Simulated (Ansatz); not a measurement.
`C[B](C)[ZnH]`. The species carries charge 0 and has multiplicity 1.

```xyz
11

C    -1.005   -1.104    0.031
B     0.145   -0.042    0.102
C     0.376    0.908   -1.122
Zn    1.241    0.223    1.875
H    -0.840   -2.011    0.618
H    -1.873   -0.615    0.505
H    -1.314   -1.378   -0.983
H    -0.178    1.831   -0.881
H    -0.024    0.539   -2.072
H     1.409    1.235   -1.266
H     2.065    0.414    3.194
```

(1) List the harmonic frequencies (cm⁻¹, unscaled) at PBE0-D4/def2-TZVP in Ansatz. (Estimate.)

(2) Is this a minimum?

(3) Give the ideal-gas thermochemistry at 298.15 K and 1 bar (rigid rotor, harmonic oscillator; point group Cs, symmetry number 1).

Results:

(1) Computed: 19, 104, 149, 248, 269, 432, 452, 454, 579, 782, 857, 875, 1077, 1110, 1305, 1305, 1415, 1426, 1456, 1472, 1816, 2992, 2995, 3065, 3067, 3112, 3114.

(2) Yes, all 27 modes are real.

(3) Zero-point energy 215.0 kJ/mol; H(298) − E = 236.7 kJ/mol; entropy 361.2 J/(mol·K), of which translation 167.2, rotation 111.1, vibration 82.9; G(298) − E = 129.1 kJ/mol. Modes under 100 cm⁻¹ are hindered rotations or soft bends, so the harmonic entropy is rough.
